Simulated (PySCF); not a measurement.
C₂H₇AlSe, SMILES [CH3][Al]([CH3])[SeH]. Atoms are numbered in the order given.

```xyz
11

Al    -0.7745     0.5572    -0.1988
C     -2.5430    -0.2868    -0.1089
H     -2.5048    -1.3549     0.1605
H     -3.0667    -0.2042    -1.0787
H     -3.1823     0.2234     0.6346
C     -0.4521     2.4398    -0.6589
H      0.1861     2.5294    -1.5562
H      0.0767     2.9669     0.1554
H     -1.3880     2.9884    -0.8591
Se     1.0554    -0.8113     0.2841
H      2.0322     0.2726     0.0762
```

Geometry optimised at TPSSh-D3(BJ)/def2-SVP. The structure was generated by enumeration; whether it is a known compound was not checked. The values are those of a single conformer.

All values below come from PBE0/pcSseg-1 in PySCF.

GIAO shieldings, no solvent; atoms listed in one row are averaged. δ = σ(ref) − σ: ¹³C against TMS (σ = 186.3 ppm); ¹H against TMS (σ = 31.56 ppm); ⁷⁷Se against Me2Se (σ = 1740.1 ppm), references at their B3LYP-D3(BJ)/def2-TZVP geometries, non-relativistic.

| nucleus | atoms | count | δ (ppm) |
|---|---|---|---|
| ¹³C | C2, C6 | 2 | -3.9 |
| ¹H | H11 | 1 | 1.30 |
| ¹H | H3, H4, H5 | 3 | 0.30 |
| ¹H | H7, H8, H9 | 3 | 0.21 |
| ⁷⁷Se | Se10 | 1 | -306.8 |
